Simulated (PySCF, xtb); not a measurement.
Ga(Me)3 (C3H9Ga), SMILES [CH3][Ga]([CH3])[CH3].

GFN2-xTB run with xtb at its own geometry gives an orbital gap of 4.74 eV and a dipole moment of 0.00 D.

Geometry optimised at r2SCAN-D4/def2-SVP. The isomer is the one that the SMILES or the coordinates give; other isomers of the formula were not compared.

Question: What does PySCF with HF/def2-TZVP give? (An estimate is asked for; the answer gives what the named calculation found.)

Answer: gap 12.68 eV (levels -10.34 and 2.34 eV), dipole 0.00 D.
